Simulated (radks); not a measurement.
The numbers below are computed, except where a source is named.
F IV, configuration [He] 2p2 3p2 (not the ground configuration).

Level of theory: non-relativistic Kohn-Sham, PBE, spin-polarised, spherical densities, point nucleus; open shells are filled with parallel spins first (a radial shooting solver on a logarithmic mesh with Libxc functionals).

Energy parts (eV):
part                     energy
total                 -2447.942
kinetic                2445.464
electron-nucleus      -5372.853
Hartree                 687.769
exchange-correlation   -208.322

Orbitals (lengths in bohr, moments of r in powers of bohr; r(max) is where P^2 peaks; r(90%) holds 90 % of the orbital's charge):
orbital  occ.  eigenvalue (eV)  r(90%)  r(max)
1s up       1        -779.5099   0.315  0.1145
1s down     1        -775.9269   0.314  0.1142
2s up       0        -116.7225    1.26  0.6852
2p up       2        -100.4515    1.21  0.5788
3p up       2         -31.3373    3.28   2.046
3d up       0         -26.1578    3.19   1.786
4p up       0         -13.6501    6.52   4.516

The highest occupied level is 3p up at -31.337 eV. The configuration is held as typed, so some empty levels lie below it. Summed over all electrons, <r^2> = 12.78 bohr^2, which gives a Langevin (diamagnetic) susceptibility term of -10.1 x 10^-6 cm^3/mol. The density falls to 0.001 e/bohr^3 at r = 3.71 bohr. The spin density at the nucleus is -1.460 e/bohr^3 (1s -1.460), a Fermi contact field of -76.6 T.
